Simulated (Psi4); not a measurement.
Relaxed torsion scan: SMILES CC(=O)[SiH2]CO (C₃H₈O₂Si). Scanned: dihedral O3–C2–Si4–C5 and dihedral C2–Si4–C5–O6; all other coordinates were relaxed at GFN2-xTB. Points at φ and −φ are mirror images.

Atom numbering (GFN2-xTB optimised geometry, Å):
```
14

C      1.7967    -0.8612    -0.2345
C      1.2522     0.0770     0.8043
O      1.6356     0.0737     1.9526
Si    -0.1537     1.2721     0.2391
C     -1.7487     0.2131     0.1878
O     -1.4763    -0.8592    -0.7033
H      0.9615    -1.3877    -0.6922
H      2.5038    -1.5659     0.1977
H      2.2854    -0.2773    -1.0120
H      0.1306     1.7460    -1.1175
H     -0.3129     2.3527     1.2104
H     -2.6006     0.8014    -0.1720
H     -2.0134    -0.1728     1.1797
H     -2.2601    -1.4120    -0.7911
```

Method: PBE-D3(BJ)/def2-SVP // GFN2-xTB (Psi4).

Energy in kcal/mol above the lowest grid point; x is the dihedral O3–C2–Si4–C5 (°), y the dihedral C2–Si4–C5–O6 (°).

```csv
y \ x,-150,-120,-90,-60,-30,0,30,60,90,120,150,180
180,2.8,2.9,2.5,2.0,1.6,1.4,1.6,2.0,2.5,2.9,2.8,2.7
150,4.1,4.2,3.7,2.8,2.1,2.1,2.6,3.1,3.5,3.8,3.7,3.7
120,5.2,5.4,5.2,4.4,3.3,2.7,3.0,3.8,4.3,4.7,4.7,4.6
90,3.4,4.1,4.1,4.0,3.1,2.1,1.6,1.9,2.2,2.3,2.7,2.6
60,0.6,2.0,2.7,3.3,3.3,2.2,1.1,0.5,0.1,0.1,0.7,0.0
30,0.7,1.4,2.9,4.2,5.2,5.0,3.7,2.2,1.0,1.1,1.2,0.9
0,2.1,2.0,2.8,4.6,6.1,6.8,6.1,4.6,2.8,2.0,2.1,2.0
-30,1.2,1.1,1.0,2.2,3.7,5.0,5.2,4.2,2.9,1.4,0.7,0.9
-60,0.7,0.1,0.1,0.5,1.1,2.2,3.3,3.3,2.7,2.0,0.6,0.0
-90,2.7,2.3,2.2,1.9,1.6,2.1,3.1,4.0,4.1,4.1,3.4,2.6
-120,4.7,4.7,4.3,3.8,3.0,2.7,3.3,4.4,5.2,5.4,5.2,4.6
-150,3.7,3.8,3.5,3.1,2.6,2.1,2.1,2.8,3.7,4.2,4.1,3.7
```

Points that lie below all their neighbours on the grid: x = 180, y = -60 (0.0 kcal/mol); x = 180, y = 60 (0.0 kcal/mol); x = -90, y = -60 (0.1 kcal/mol); x = 90, y = 60 (0.1 kcal/mol); x = 0, y = 180 (1.4 kcal/mol); x = 180, y = 180 (2.7 kcal/mol). The lowest path on the grid from the first to the second passes x = -120, y = 0 at 2.0 kcal/mol.
